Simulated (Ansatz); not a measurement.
FGeH (SMILES [F][GeH]) moved off its minimum; all values from Ansatz (a quantum-chemistry and plane-wave program), cores frozen in correlated methods.
(charge 0, multiplicity 1)
```xyz
3

Ge    -0.2166    -0.1595     0.3866
H     -0.8508    -0.8942    -0.8975
F      0.6058     0.8690    -0.9103
```

Forces at r2SCAN/def2-TZVPP (eV/Å):

```csv
atom,Fx,Fy,Fz
Ge1,0.688,0.882,-1.940
H2,-0.270,-0.339,0.485
F3,-0.418,-0.543,1.455
```

Give the forces (eV/Å), the total energy and the dipole at CCSD(T)/aug-cc-pVTZ.


| atom | Fx | Fy | Fz |
|---|---|---|---|
| Ge1 | 0.654 | 0.839 | -1.857 |
| H2 | -0.296 | -0.370 | 0.468 |
| F3 | -0.358 | -0.469 | 1.388 |
Energy -2175.8549 hartree, dipole 2.64 D.
